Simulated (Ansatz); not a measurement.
Geometry optimisation, DFT PBE-D3(BJ), scalar-relativistic, plane waves, PAW (Ansatz 0.2.0).

The input (input.yaml):

```yaml
crystal:
  lattice:
    - [8.143253, 0.0, 0.0]
    - [0.0, 8.143253, 0.0]
    - [0.0, 0.0, 8.143253]
  atoms:
    - { symbol: Cl, position: [0.5642248, 0.4680907, 0.195447] }
    - { symbol: Cl, position: [0.6467446, 0.2612113, 0.0876279] }
    - { symbol: Cl, position: [0.0503521, -0.024515, 1.0704391] }
    - { symbol: Cl, position: [0.0708197, 0.1707356, 0.919801] }
    - { symbol: Cl, position: [0.9897349, 0.6111893, 0.925527] }
    - { symbol: Cl, position: [0.9564136, 0.594392, 0.6809025] }
    - { symbol: Cl, position: [0.2907102, 0.9894852, 0.6131917] }
    - { symbol: Cl, position: [0.3640493, 0.778661, 0.7200005] }
    - { symbol: Cl, position: [0.7007642, 0.8627677, 0.436167] }
    - { symbol: Cl, position: [0.6589319, 0.8687293, 0.1923472] }
    - { symbol: Cl, position: [0.371956, 0.3733111, 0.6924729] }
    - { symbol: Cl, position: [0.2668831, 0.3891622, 0.4689958] }
    - { symbol: Cl, position: [0.965094, 0.2544944, 0.6325316] }
    - { symbol: Cl, position: [0.9104649, 0.3939134, 0.4355251] }
    - { symbol: Cl, position: [0.3401057, 0.0934884, 0.2777617] }
    - { symbol: Cl, position: [0.3612633, 0.1015239, 0.0313446] }
basis:
  ecutwfc: 420.0
kpoints:
  mp_grid: { grid: [1, 1, 1] }
hamiltonian:
  xc: pbe
  dispersion: d3bj
scf:
  occupations: { method: fermi_dirac, width: 0.05 }
  lower_state_search: "off"
relax:
  f_tol: 0.3
  max_steps: 15
  adjacent_minimum: "off"
```

Run as:

```bash
$ ansatz run input.yaml --threads 1 --pin off --max-ram 3072MiB --backend cpu --events-out ev --progress --plain --runs-dir out
```

Q: Where does it end, and by what steps?

A: It converged. The threshold is loose, so the end isn't yet a minimum. The force dipped under the threshold on the way, but the program's further checks kept it going. Limits of this set-up: coarse k mesh. After 13 steps the energy has fallen by 4.104 eV; Cl14 moved furthest, 1.48 Å.

```json
{"step": "0", "energy less start (eV)": "0.0000", "largest force component (eV/Å)": "1.875", "accepted": "yes"}
{"step": "1", "energy less start (eV)": "-1.3057", "largest force component (eV/Å)": "0.957", "accepted": "yes"}
{"step": "2", "energy less start (eV)": "-2.0678", "largest force component (eV/Å)": "0.653", "accepted": "yes"}
{"step": "3", "energy less start (eV)": "-2.4638", "largest force component (eV/Å)": "0.827", "accepted": "yes"}
{"step": "4", "energy less start (eV)": "-2.7380", "largest force component (eV/Å)": "0.886", "accepted": "yes"}
{"step": "5", "energy less start (eV)": "-2.9811", "largest force component (eV/Å)": "0.763", "accepted": "yes"}
{"step": "6", "energy less start (eV)": "-3.1967", "largest force component (eV/Å)": "0.518", "accepted": "yes"}
{"step": "7", "energy less start (eV)": "-3.3987", "largest force component (eV/Å)": "0.465", "accepted": "yes"}
{"step": "8", "energy less start (eV)": "-3.5624", "largest force component (eV/Å)": "0.376", "accepted": "yes"}
{"step": "9", "energy less start (eV)": "-3.7199", "largest force component (eV/Å)": "0.271", "accepted": "yes"}
{"step": "10", "energy less start (eV)": "-3.7199", "largest force component (eV/Å)": "0.272", "accepted": "yes"}
{"step": "11", "energy less start (eV)": "-3.8603", "largest force component (eV/Å)": "0.216", "accepted": "yes"}
{"step": "12", "energy less start (eV)": "-3.9895", "largest force component (eV/Å)": "0.289", "accepted": "yes"}
{"step": "13", "energy less start (eV)": "-4.1036", "largest force component (eV/Å)": "0.283", "accepted": "yes"}
```

```xyz
16
Lattice="8.1433 0.0000 0.0000 0.0000 8.1433 0.0000 0.0000 0.0000 8.1433" Properties=species:S:1:pos:R:3
Cl 3.727 4.247 0.882
Cl 5.195 2.994 0.224
Cl -0.151 -0.276 7.770
Cl -0.254 1.807 7.743
Cl 8.004 4.944 7.656
Cl 7.269 5.257 5.743
Cl 3.112 8.378 5.769
Cl 3.177 6.293 5.848
Cl 6.317 6.837 3.968
Cl 5.935 6.804 1.996
Cl 3.195 3.405 5.739
Cl 2.384 3.530 3.904
Cl 7.691 1.882 4.864
Cl 7.695 1.981 2.771
Cl 2.946 0.221 2.723
Cl 3.044 0.217 0.640
```

Run time: 32 s on 1 thread of Arm Neoverse V2, with other jobs on the host, peak memory 0.46 GiB.
